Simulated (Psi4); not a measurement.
CaCl₂ (SMILES [Cl][Ca][Cl]), singlet, geometry from GFN2-xTB (such geometries of metal compounds can be far from the true shape); PBE0/cc-pV(D+d)Z (Psi4).

Here is a job for Psi4.
```
memory 2 GB

molecule {
0 1
  Ca    0.47552781   -0.54727445    0.33890628
  Cl    1.10927594    0.67446071   -1.57901272
  Cl   -1.66872043   -0.03060842    1.18029945
}

set basis cc-pv(d+d)z

energy('pbe0')
print_variables()
```

Output, abridged:

```
   => Loading Basis Set <=

    Name: CC-PV(D+D)Z
    Role: ORBITAL
    Keyword: BASIS

         ---------------------------------------------------------
                                   SCF
               by Justin Turney, Rob Parrish, Andy Simmonett
                          and Daniel G. A. Smith
                              RKS Reference
         ---------------------------------------------------------

  ==> Geometry <==

    Molecular point group: cs
    Full point group: Cs

    Geometry (in Angstrom), charge = 0, multiplicity = 1:

       Center              X                  Y                   Z               Mass
    ------------   -----------------  -----------------  -----------------  -----------------
         CA          -0.616030381176    -0.524209209616     0.000000000000    39.962590863000
         CL           1.641157653261    -1.215432011044     0.000000000000    34.968852682000
         CL          -0.937154856658     1.814501084342     0.000000000000    34.968852682000

  Running in cs symmetry.

  Rotational constants: A =      0.41029  B =      0.06091  C =      0.05304 [cm^-1]
  Rotational constants: A =  12300.04334  B =   1826.14205  C =   1590.07020 [MHz]
  Nuclear repulsion =  190.872552199630320

  Charge       = 0
  Multiplicity = 1
  Electrons    = 54
  Nalpha       = 27
  Nbeta        = 27

  ==> Algorithm <==

  SCF Algorithm Type is DF.
  DIIS enabled.
  MOM disabled.
  Fractional occupation disabled.
  Guess Type is SAD.
  Energy threshold   = 1.00e-06
  Density threshold  = 1.00e-06
  Integral threshold = 1.00e-12

  ==> Primary Basis <==

  Basis Set: CC-PV(D+D)Z
    Blend: CC-PV(D+D)Z
    Number of shells: 29
    Number of basis functions: 73
    Number of Cartesian functions: 79
    Spherical Harmonics?: true
    Max angular momentum: 2

  ==> DFT Potential <==

   => LibXC <=

    Version 7.1.2
    S. Lehtola, C. Steigemann, M. J. T. Oliveira, and M. A. L. Marques,  SoftwareX 7, 1–5 (2018) (10.1016/j.softx.2017.11.002)

   => Composite Functional: PBE0 <=

    PBE0 Hyb-GGA Exchange-Correlation Functional

    C. Adamo and V. Barone,  J. Chem. Phys. 110, 6158 (1999) (10.1063/1.478522)
    M. Ernzerhof and G. E. Scuseria,  J. Chem. Phys. 110, 5029 (1999) (10.1063/1.478401)

    Deriv               =              1
    GGA                 =           TRUE
    Meta                =          FALSE

    Exchange Hybrid     =           TRUE
    MP2 Hybrid          =          FALSE

   => Exchange Functionals <=

[...]
   @DF-RKS iter   4: -1597.69050252422403   -3.49151e-03   2.18473e-04 DIIS/ADIIS
   @DF-RKS iter   5: -1597.69056062254549   -5.80983e-05   3.82587e-05 DIIS
   @DF-RKS iter   6: -1597.69056400799195   -3.38545e-06   7.65415e-06 DIIS
   @DF-RKS iter   7: -1597.69056408486927   -7.68773e-08   1.75548e-06 DIIS
   @DF-RKS iter   8: -1597.69056408916958   -4.30032e-09   3.01873e-07 DIIS
  Energy and wave function converged.

  ==> Post-Iterations <==

   Electrons on quadrature grid:
      Ntotal   =   54.0000460571 ; deviation = 4.606e-05

    Orbital Energies [Eh]
    ---------------------

    Doubly Occupied:

[...]
    Virtual:

[...]
      51Ap     5.323847

    Final Occupation by Irrep:
             Ap   App
    DOCC [    21,    6 ]
    NA   [    21,    6 ]
    NB   [    21,    6 ]

  @DF-RKS Final Energy: -1597.69056408916958

   => Energetics <=

    Nuclear Repulsion Energy =            190.8725521996303200
    One-Electron Energy =               -2582.3511959478896642
    Two-Electron Energy =                 863.5015154055296307
    DFT Exchange-Correlation Energy =     -69.7134357464399557
    Empirical Dispersion Energy =           0.0000000000000000
    VV10 Nonlocal Energy =                  0.0000000000000000
    Total Energy =                      -1597.6905640891698113

Computation Completed

Properties will be evaluated at   0.000000,   0.000000,   0.000000 [a0]

Properties computed using the SCF density matrix

 Multipole Moments:

 ------------------------------------------------------------------------------------
     Multipole            Electronic (a.u.)      Nuclear  (a.u.)        Total (a.u.)
 ------------------------------------------------------------------------------------

 L = 1.  Multiply by 2.5417464519 to convert [e a0] to [Debye]
 Dipole X            :         -1.5416480           -0.6662420           -2.2078900
 Dipole Y            :         -1.3118607           -0.5669366           -1.8787973
 Dipole Z            :          0.0000000            0.0000000            0.0000000
 Magnitude           :                                                    2.8990787

 ------------------------------------------------------------------------------------

  Variable Map:
  ----------------------------------------------------------------------------
[...]
  Array Variable Map:
  ----------------------------------------------------------------------------
[...]
[...]
```
